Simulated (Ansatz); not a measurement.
`O=C1N[SiH2]1`, relaxed with RKS PBE0-D4/def2-TZVP in the Gaussian-basis code of Ansatz from a PBE-D4/def2-SVP geometry. The force threshold is 0.005 eV/Å; the program also tests the step.

Total charge 0; spin multiplicity 1.

Start:

```xyz
7

O     1.683   -1.474    0.598
C     0.808   -0.705    0.283
N     0.514    0.155   -0.725
Si   -0.853    0.264    0.421
H     1.041    0.388   -1.578
H    -1.017    1.594    1.106
H    -2.177   -0.222   -0.105
```

Problem. By how much does the energy fall, and how many steps does the optimiser take? (Best estimate.)

Solution. Computed: 0.07 eV, in 8 steps, 1 of them rejected.

Problem. Which bonds change most? (Estimate.)

Solution. The calculation gave: C2–Si4 from 1.928 to 1.871 Å; N3–Si4 from 1.787 to 1.741 Å; Si4–H7 from 1.505 to 1.483 Å; Si4–H6 from 1.505 to 1.483 Å.

Problem. Give the relaxed structure. (Best estimate.)

Solution. Ansatz gave: 
```xyz
7

O     1.644   -1.447    0.595
C     0.772   -0.688    0.291
N     0.507    0.163   -0.730
Si   -0.829    0.275    0.381
H     1.042    0.377   -1.563
H    -0.995    1.556    1.111
H    -2.141   -0.237   -0.085
```
